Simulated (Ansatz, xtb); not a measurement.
Two isomers of C4H4ClNO

Structure X is `Cc1nc(Cl)co1`, a singlet and structure Y is `Cc1ocnc1Cl`, a singlet. Both are isolated molecules in the gas phase, relaxed with PBE-D3(BJ)/def2-SVP.

Energies in hartree; the thermal terms are from GFN2-xTB frequencies at re-optimised GFN2-xTB minima (ideal gas, soft modes damped towards free rotors, one conformer each, 298.15 K, 1 atm) and include the zero-point energy:

```
                              X           Y
E, CCSD(T)/def2-SVP  −743.307496  −743.307352
    E, MP2/def2-SVP  −743.229709  −743.230172
  E, MP2/def2-TZVPP  −743.965890  −743.965502
  zero-point energy     0.074570     0.074847
       H(298 K) − E     0.082068     0.082311
       G(298 K) − E     0.043234     0.043515
```

Q: Correct the CCSD(T) difference for the basis set by the MP2 change, then work out ΔE, ΔE₀, ΔH and ΔG for X → Y in kJ/mol (1 Eh = 2625.50 kJ/mol) and the equilibrium ratio [Y]/[X].

A: 1. Differences Y − X: CCSD(T) +0.000144, MP2 in the small set −0.000463, MP2 in the large set +0.000388 Eh.
2. ΔE = +0.000144 + (+0.000388 − (−0.000463)) = +0.000995 Eh = +2.61 kJ/mol.
3. ΔE₀ = ΔE + ΔZPE = +0.000995 + (+0.000277) Eh = +3.34 kJ/mol.
4. ΔH = ΔE + (+0.000243) Eh = +3.25 kJ/mol.
5. ΔG = ΔE + (+0.000281) Eh = +3.35 kJ/mol, so ΔS = (ΔH − ΔG)/T = −0.3 J/(mol K).
6. kT = 0.9442 mEh, so K = [Y]/[X] = exp(−ΔG/kT) = exp(−1.35) ≈ 0.26.

The two are too close for this level to say which is favoured. An error of 4 kJ/mol in ΔG would change K by a factor of 5. Mirror images and further conformers aren't counted.

As drawn, both hold the same kinds of bond in the same numbers.

Other levels gave ΔE = +6.0 (GFN2-xTB); +4.3 (HF/STO-3G, GFN2-xTB geometries); +5.9 (r2SCAN-D4/def2-SVP, GFN2-xTB geometries); +0.2 (PBE-D3(BJ)/def2-SVP); +5.3 (HF/def2-SVP); −1.2 (MP2/def2-SVP); +0.4 (CCSD(T)/def2-SVP) kJ/mol. The correlated steps freeze 11 core orbitals. Programs: Ansatz 0.2.0, xtb 6.7.1.
